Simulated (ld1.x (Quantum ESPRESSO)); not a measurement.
**An all-electron radial function and its pseudo partner (Al)**

Columns: radius, all-electron u(r) and pseudo u(r) of the 3p shell (level -3.41 eV) of aluminium in the configuration [Ne] 3s1 3p2; LDA (PZ), scalar-relativistic, RRKJ scheme, ld1.x (Quantum ESPRESSO) 7.5.

```json
{"r (bohr)": "0.090", "all-electron": "0.0682", "pseudo": "-0.0031"}
{"r (bohr)": "0.180", "all-electron": "0.1603", "pseudo": "-0.0122"}
{"r (bohr)": "0.270", "all-electron": "0.2162", "pseudo": "-0.0266"}
{"r (bohr)": "0.360", "all-electron": "0.2311", "pseudo": "-0.0452"}
{"r (bohr)": "0.450", "all-electron": "0.2141", "pseudo": "-0.0669"}
{"r (bohr)": "0.540", "all-electron": "0.1755", "pseudo": "-0.0904"}
{"r (bohr)": "0.630", "all-electron": "0.1237", "pseudo": "-0.1150"}
{"r (bohr)": "0.720", "all-electron": "0.0647", "pseudo": "-0.1401"}
{"r (bohr)": "0.810", "all-electron": "0.0026", "pseudo": "-0.1655"}
{"r (bohr)": "0.900", "all-electron": "-0.0597", "pseudo": "-0.1915"}
{"r (bohr)": "0.990", "all-electron": "-0.1202", "pseudo": "-0.2185"}
{"r (bohr)": "1.080", "all-electron": "-0.1777", "pseudo": "-0.2467"}
{"r (bohr)": "1.170", "all-electron": "-0.2314", "pseudo": "-0.2766"}
{"r (bohr)": "1.260", "all-electron": "-0.2810", "pseudo": "-0.3080"}
{"r (bohr)": "1.350", "all-electron": "-0.3262", "pseudo": "-0.3405"}
{"r (bohr)": "1.440", "all-electron": "-0.3670", "pseudo": "-0.3733"}
{"r (bohr)": "1.530", "all-electron": "-0.4035", "pseudo": "-0.4056"}
{"r (bohr)": "1.620", "all-electron": "-0.4357", "pseudo": "-0.4361"}
{"r (bohr)": "1.710", "all-electron": "-0.4639", "pseudo": "-0.4639"}
{"r (bohr)": "1.800", "all-electron": "-0.4883", "pseudo": "-0.4883"}
{"r (bohr)": "1.890", "all-electron": "-0.5090", "pseudo": "-0.5090"}
{"r (bohr)": "1.980", "all-electron": "-0.5263", "pseudo": "-0.5263"}
{"r (bohr)": "2.070", "all-electron": "-0.5404", "pseudo": "-0.5404"}
{"r (bohr)": "2.160", "all-electron": "-0.5515", "pseudo": "-0.5515"}
{"r (bohr)": "2.250", "all-electron": "-0.5600", "pseudo": "-0.5600"}
{"r (bohr)": "2.340", "all-electron": "-0.5659", "pseudo": "-0.5659"}
```

Problem. How many radial nodes do the two functions have?

Solution. The all-electron 3p function has n − l − 1 = 1; the pseudo-wave has 0, since the states of the same l below it are removed with the core.

Problem. At about which radius was the pseudo-wave matched?

Solution. 1.75 bohr. The columns agree to 0.0005 from 1.62 bohr on; several derivatives are matched, so the curves merge somewhat inside the radius.

Problem. Is the pseudo-wave norm-conserving?

Solution. Yes: the RRKJ scheme keeps the norm inside the radius equal to the all-electron one, which fixes the energy derivative of the logarithmic derivative at the level.
